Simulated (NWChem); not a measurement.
System: C$_{2}$HF$_{2}$I; SMILES F/C=C(\F)I

Here is an NWChem input.

```
start job
memory heap 200 mb stack 900 mb global 1100 mb
geometry units angstroms noautosym nocenter noautoz
  F     -0.524350     3.138879     0.000000
  C     -0.751367     1.834179     0.000000
  C      0.252029     0.955100     0.000000
  F      1.515026     1.331180     0.000000
  I     -0.064020    -1.106355     0.000000
  H     -1.802341     1.541353     0.000000
end
basis spherical
  F library def2-svpd
  C library def2-svpd
  I library def2-svpd
  H library def2-svpd
end
ecp
  I library def2-ecp
end
dft
  xc b3lyp
  iterations 150
end
property
  response 1 0.0773
end
task dft property
```

Parts of the log:

```
             Northwest Computational Chemistry Package (NWChem) 7.3.0
             --------------------------------------------------------

                             Geometry "geometry" -> ""
                             -------------------------

 Output coordinates in angstroms (scale by  1.889725989 to convert to a.u.)

  No.       Tag          Charge          X              Y              Z
 ---- ---------------- ---------- -------------- -------------- --------------
    1 F                    9.0000    -0.52435000     3.13887900     0.00000000
    2 C                    6.0000    -0.75136700     1.83417900     0.00000000
    3 C                    6.0000     0.25202900     0.95510000     0.00000000
    4 F                    9.0000     1.51502600     1.33118000     0.00000000
    5 I                   53.0000    -0.06402000    -1.10635500     0.00000000
    6 H                    1.0000    -1.80234100     1.54135300     0.00000000

 Effective nuclear repulsion energy (a.u.)     397.3585878919

                                 NWChem DFT Module
                                 -----------------

 Summary of "ao basis" -> "ao basis" (spherical)
 ------------------------------------------------------------------------------
       Tag                 Description            Shells   Functions and Types
 ---------------- ------------------------------  ------  ---------------------
 F                         def2-svpd                 9       23   4s3p2d
 C                         def2-svpd                 8       20   4s2p2d
 I                         def2-svpd                13       35   5s5p3d
 H                         def2-svpd                 4        8   2s2p

            General Information
            -------------------
          SCF calculation type: DFT
          Wavefunction type:  closed shell.
          No. of atoms     :     6
          No. of electrons :    56
           Alpha electrons :    28
            Beta electrons :    28
          Charge           :     0
          Spin multiplicity:     1
          Use of symmetry is: off; symmetry adaption is: off
          Maximum number of iterations: 150
          AO basis - number of functions:   129
                     number of shells:    51
          Convergence on energy requested:  1.00D-06
          Convergence on density requested:  1.00D-05
          Convergence on gradient requested:  5.00D-04

              XC Information
              --------------
                         B3LYP Method XC Potential
                     Hartree-Fock (Exact) Exchange  0.200
                        Slater Exchange Functional  0.800 local
                    Becke 1988 Exchange Functional  0.720 non-local
              Lee-Yang-Parr Correlation Functional  0.810
                  VWN I RPA Correlation Functional  0.190 local

             Grid Information
             ----------------
          Grid used for XC integration:  medium
          Radial quadrature: Mura-Knowles
          Angular quadrature: Lebedev.
          Tag              B.-S. Rad. Rad. Pts. Rad. Cut. Ang. Pts.
          ---              ---------- --------- --------- ---------
          F                   0.50       49          14.0       434
          C                   0.70       49          13.0       434
          I                   1.40      123          12.0       590
          H                   0.35       45          12.0       434
          Grid pruning is: on
          Number of quadrature shells:   364
          Spatial weights used:  Erf1

      Superposition of Atomic Density Guess
      -------------------------------------

 Sum of atomic energies:        -621.47051006

      Non-variational initial energy
      ------------------------------

 Total energy =    -572.664641
 1-e energy   =   -1381.778206
 2-e energy   =     565.645157
 HOMO         =      -0.233861
 LUMO         =       0.001288

   convergence    iter        energy       DeltaE   RMS-Dens  Diis-err
 ---------------- ----- ----------------- --------- --------- ---------
 d= 0,ls=0.0,diis     1   -573.9300479037 -8.17D+02  1.78D-02  9.88D-01
 d= 0,ls=0.0,diis     2   -573.7875657412  1.42D-01  1.05D-02  2.48D+00
 d= 0,ls=0.0,diis     3   -574.0412542715 -2.54D-01  1.98D-03  5.68D-02
 d= 0,ls=0.0,diis     4   -574.0448095461 -3.56D-03  1.07D-03  2.19D-02
 d= 0,ls=0.0,diis     5   -574.0472503663 -2.44D-03  2.97D-04  1.95D-03
  Resetting Diis
 d= 0,ls=0.0,diis     6   -574.0474419247 -1.92D-04  7.81D-05  7.82D-05
 d= 0,ls=0.0,diis     7   -574.0474519599 -1.00D-05  5.49D-05  9.22D-06
 d= 0,ls=0.0,diis     8   -574.0474508487  1.11D-06  2.89D-05  1.86D-05
 d= 0,ls=0.0,diis     9   -574.0474531459 -2.30D-06  4.02D-06  1.61D-07
 d= 0,ls=0.0,diis    10   -574.0474531602 -1.43D-08  1.16D-06  3.17D-08

         Total DFT energy =     -574.047453160226
      One electron energy =    -1382.943467602690
           Coulomb energy =      619.808107177594
    Exchange-Corr. energy =      -54.380501164344
 Nuclear repulsion energy =      243.468408429213

 Numeric. integr. density =       56.000008851140

                       DFT Final Molecular Orbital Analysis
                       ------------------------------------

[...]

 DFT Linear Response polarizability / au
 Frequency  =       0.0773000 / au
 Wavelength =     589.4353558 / nm
              X              Y              Z
 -----------------------------------------------
 X      58.5720420     -5.2018921     -0.0000001
 Y      -5.2018532     85.2930650     -0.0000000
 Z      -0.0000001     -0.0000000     47.6146472
 -----------------------------------------------
 Eigenvalues =      57.5950869     86.2700201     47.6146472
 Isotropic   =      63.8265847
 Anisotropic =      34.7570053
 -----------------------------------------------

 Magnetic Dipole Response Matrix (nonzero elements):

 Exiting AOResponse driver routine
```

Level: B3LYP/def2-SVPD with def2 effective core potentials on I. Coordinates come from a PBE0/def2-SVP optimisation. B3LYP is NWChem's, with the RPA form of VWN correlation. def2 effective core potentials on I; no spin-orbit coupling.
